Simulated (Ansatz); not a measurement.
Reaction (SMILES): CNB(O)O [methylaminoboronic acid] → C[N]B(O)O + H atom (the H-N bond at the site shown breaks; other sites are not compared here)
Geometries: B3LYP-D3(BJ)/def2-TZVP minima from Ansatz (a first-principles code), one conformer each, not searched for the lowest.

Quantity: bond dissociation energy (electronic energy difference), in kcal/mol. Valence correlation only, unless marked. Open shells are spin-unrestricted. Spin-orbit coupling is left out. No relativistic terms. Basis-set limits of correlation are two-point, X^-3; Hartree-Fock from the larger set.

CCSD(T)/CBS(cc-pVTZ,cc-pVQZ) (Ansatz) gives 113.5 kcal/mol.

Task: Another calculation gave 106.7 kcal/mol. Which level was it?
A. SVWN5/def2-TZVPD (Ansatz)
B. CAM-B3LYP/def2-TZVPD (Ansatz)
C. revPBE/def2-TZVPD (Ansatz)
D. PBE/def2-TZVPD (Ansatz)

Result: D, PBE/def2-TZVPD (Ansatz). The others give 103.8 (revPBE), 109.5 (CAM-B3LYP), 121.0 (SVWN5) kcal/mol.
